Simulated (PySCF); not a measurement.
Bonds (- single, = double, # triple, : aromatic): S1-Si2 2.105 Å, Si2-Cl3 2.032 Å, Si2-Cl4 2.028 Å, Si2-Cl5 2.033 Å. S1 carries H6.

Geometry: PBE0-D3(BJ)/def2-TZVP; GIAO shifts from PySCF 2.14.0 with density-fitted response routines, gas phase, non-relativistic, averaged over equivalent atoms.

At KT3/pcSseg-2 (229 basis functions, 41 s wall time on 1 thread of an Arm Neoverse N1, shared host):
```tsv
atoms	δ (ppm)
S1	-61.1
Si2	16.9
Cl3/Cl4/Cl5	190.8
H6	1.61
```

δ = σ(ref) − σ, references computed at the same level: CS2 for ³³S (535.12 ppm); ²⁹Si (359.36 ppm) and ¹H (31.63 ppm) against TMS; ³⁵Cl (942.39 ppm) against HCl.

Predict the values at wB97X-D/pcSseg-2 on the same geometry.

## Answers


| atoms | δ at wB97X-D/pcSseg-2 | change |
| --- | --- | --- |
| S1 | -89.4 | -28.3 |
| Si2 | 26.5 | +9.6 |
| Cl3/Cl4/Cl5 | 171.1 | -19.7 |
| H6 | 1.60 | -0.01 |

Shifts are taken against calculated references (same method and geometry level): ³³S (510.68 ppm) against CS2; ²⁹Si (341.45 ppm), ¹H (31.63 ppm) vs TMS; ³⁵Cl (940.66 ppm) against HCl.

The largest change is at S1 (sulfur bonded to Si, H). Cost: 229 basis functions, 48 s wall time on 1 thread of an Arm Neoverse N1, shared host.
